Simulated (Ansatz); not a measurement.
System: C₂H₈GeN, net charge 0, doublet state. It need not be the lowest isomer of its formula. 
Geometry from a B3LYP-D3(BJ)/def2-TZVP (Ansatz, a quantum-chemistry and plane-wave program) optimisation:
SMILES: [CH3][Ge]([CH3])[NH2]
```xyz
12

C      1.6162    -0.9042     0.3499
Ge     0.0484     0.1114    -0.3260
C     -1.5993    -0.9850    -0.1554
N     -0.1803     1.4948     0.9082
H      1.4003    -1.2447     1.3647
H      2.5060    -0.2757     0.3664
H      1.8094    -1.7673    -0.2863
H     -1.5456    -1.8516    -0.8135
H     -1.6884    -1.3223     0.8794
H     -2.4810    -0.4010    -0.4172
H     -1.0070     2.0644     0.7799
H      0.6170     2.1053     1.0351
```
Charge 0, spin multiplicity 2.

Basis-set convergence of Hartree-Fock and MP2 correlation energies (hartree) with Ansatz. Valence correlation only, unless marked. Open shells are spin-unrestricted. Spin-orbit coupling is left out. The frozen core is the preceding noble-gas configuration, with the filled d and f shells of earlier blocks. No relativistic terms.

```
basis    functions        E(HF)  E(corr, MP2)
-------  ---------  -----------  ------------
cc-pVDZ        109  -2210.17350      -0.54885
cc-pVTZ        245  -2210.29615      -0.67895
cc-pVQZ        473  -2210.30965      -0.72323
```

Extrapolating the two largest sets (X = 3 and 4) as X^-3: E(corr) = (64·(-0.72323) - 27·(-0.67895))/37 = -0.7555 Eh, an estimate of the basis-set limit. The largest set recovers 95.7 % of it, the smallest 72.6 %.
